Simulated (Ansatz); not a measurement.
Reaction (hydrogen abstraction from a Ga–H bond): `[F][GaH2]` + Cl• → `[F][GaH]`• + HCl

Program: Ansatz. Geometries: PBE0-D4/def2-TZVP. ΔE: electronic, gas phase. CBS: MP2 limit from def2 TZ/QZ plus the TZ coupled-cluster correction, frozen cores. This one scheme is used for every species, atoms too. DFT in def2-TZVPP. No spin–orbit coupling; open shells (•) take unrestricted orbitals. Spin–orbit coupling would lower the free atoms: a little for Cl. Bonds to Ga are less sure, by a few kJ/mol each and by 10 to 20 or more in all where they break to atoms, as the def2 sets lack core-valence functions. Scalar relativity is left out up to krypton.

`[F][GaH2]`:

Z-matrix (Å, degrees):
```
Ga
F 1 1.759
H 1 1.555 2 113.8
H 1 1.555 2 113.8 3 -180.0
```

`[F][GaH]`•:

Cartesian coordinates in Å:
```
F -0.968 -0.231 1.096
Ga -0.173 -0.345 -0.478
H 1.140 0.576 -0.619
```

HCl:

Cartesian coordinates in Å:
```
Cl 0.284 0.304 0.486
H -0.284 -0.304 -0.486
```

CCSD(T)/CBS gives -90.0 kJ/mol.

Problem. Another level gave -106.8 kJ/mol. Which?
A. PBE/def2-TZVPP
B. B2PLYP/def2-TZVPP
C. BLYP-D4/def2-TZVPP
D. CCSD/def2-TZVPP

Solution. C. BLYP-D4 -106.8, B2PLYP -95.0, PBE -118.1, CCSD/def2-TZVPP -79.8 kJ/mol.

Largest T1 diagnostic among the species: 0.017.

From BLYP to BHLYP (50 % exact exchange), in def2-TZVPP and without D4, ΔE moves by +24.7 kJ/mol. Leaving LDA and LC-ωPBE aside and taking each functional with its dispersion term where it has one, the values, not all of them listed here, spread over 34.7 kJ/mol, from PBE-D4 to BHLYP-D4. LDA lies −17.2 kJ/mol from PBE without D4. In def2-TZVPP, CCSD(T) changes the Hartree–Fock value by −31.6 kJ/mol (the triples alone add −5.7 kJ/mol) and MP2 by −43.4 kJ/mol.

CCSD(T)/CBS has its own doubt, a few kJ/mol and more with outer-core shells, so smaller differences from it don't rank the levels.
